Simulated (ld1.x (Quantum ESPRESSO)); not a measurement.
What one change does to a pseudopotential (boron (B), TM)

- Element: B (Z = 5)
- Generator: ld1.x (Quantum ESPRESSO) 7.5
- Type: norm-conserving Troullier–Martins (Kleinman–Bylander form)
- Functional: BLYP
- Relativity: scalar-relativistic
- Frozen core: [He]
- Valence charge: 3
- Reference configuration: 2s2 2p1
- Partial waves: 2p (bound): rc 3.45 bohr; 3d channel at 0.1 Ry: rc 3.35 bohr; 2s (bound): rc 1.65 bohr
- Local potential: the s channel
- Core correction: none

Change: local potential all-electron potential smoothed inside 2.85 bohr (lloc = -1).

Cutoffs: the cutoffs (Ry, on a coarse ladder) from which the occupation-weighted sum of valence levels, in a spherical-Bessel basis at the reference potential, stays within 10 and 1 mRy of its value at 400 Ry; they do not see the model core or the augmentation charge, which bear on the density cutoff. Errors are all-electron minus pseudo energies relative to the spin-unpolarised reference configuration.

What does the change do?

The potential gets neither clearly harder nor softer (18 Ry and 45 Ry → 18 Ry and 45 Ry); of the 7 tests that both files solve, the error grows in 4 and shrinks in 1 by more than 15 % and 0.3 meV (median size 69.9 → 38.1 meV); the range in which the s phases agree narrows (upper end 3.2 → 0.0); neither file shows a bound ghost.

| quantity | base | changed |
| --- | --- | --- |
| cutoff, loose | 18 Ry | 18 Ry |
| cutoff, tight | 45 Ry | 45 Ry |
| bound ghosts | none | none |
| error for 2s2 2p0, meV [ΔE 8.17 eV] | +159 | +256 |
| error for 2s1 2p0, meV [ΔE 33.52 eV] | +479 | +864 |
| error for 2s2 2p0.5, meV [ΔE 2.86 eV] | +24 | +38 |
| error for 2s1 2p1, meV [ΔE 14.23 eV] | -70 | -38 |
| error for 2s1 2p2, meV [ΔE 5.78 eV] | -20 | -20 |
| error for 2s0 2p3, meV [ΔE 11.60 eV] | -80 | -81 |
| error for 2s2 2p1.3, meV [ΔE -0.72 eV] | +2.5 | +4.2 |
| s: phases at 3.75 bohr within 0.05 rad from the reference energy up to (Ry; the scan ends near 5) | 3.2 | 0.0 |
| p: phases at 3.75 bohr within 0.05 rad from the reference energy up to (Ry; the scan ends near 5) | 0.5 | 0.5 |
| d: phases at 3.75 bohr within 0.05 rad from the reference energy up to (Ry; the scan ends near 5) | 2.4 | 2.4 |
